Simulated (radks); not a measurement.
Effect of the nuclear size on the terbium ion Tb+, [Xe] 4f9 6s1. Calculated with a radial shooting solver on a logarithmic mesh with Libxc functionals: Dirac Kohn-Sham, relativistic LDA (MacDonald-Vosko exchange, VWN5 correlation), spin-unpolarised, spherical densities, finite nucleus; open shells are shared between the two j in proportion to 2j + 1; Fermi nuclear charge, rms radius 5.06 fm. The rms radius is varied about that value; shifts are against it.

| rms radius (fm) | total energy shift (eV) | density at nucleus (e/bohr^3) | 1s1/2 shift (meV) | 2s1/2 shift (meV) | 4p1/2 shift (meV) | 5s1/2 shift (meV) | 5p1/2 shift (meV) | 6s1/2 shift (meV) | 6p1/2 (empty) shift (meV) |
|---|---|---|---|---|---|---|---|---|---|
| 4.2757 | -6.38 | 7.083e+05 | -2610 | -339 | 0.331 | -2.67 | 0.194 | -0.236 | 0.070 |
| 4.6501 | -3.43 | 6.928e+05 | -1400 | -183 | 0.178 | -1.44 | 0.104 | -0.127 | 0.038 |
| 5.06 | 0 | 6.776e+05 | 0.000 | 0.000 | 0.000 | 0.000 | 0.000 | 0.000 | 0.000 |
| 5.2573 | 1.73 | 6.708e+05 | 707 | 92.0 | -0.089 | 0.723 | -0.053 | 0.064 | -0.019 |
| 5.6115 | 4.95 | 6.594e+05 | 2030 | 264 | -0.256 | 2.07 | -0.150 | 0.183 | -0.054 |

Slopes of the eigenvalues against <r^2> in GHz/fm^2, as finite differences over the two radii next to the reference (eigenvalue slopes, not the field-shift constants of lines): 1s1/2 84900, 2s1/2 11000, 4p1/2 -10.7, 5s1/2 86.8, 5p1/2 -6.31, 6s1/2 7.68, 6p1/2 (empty) -2.27.
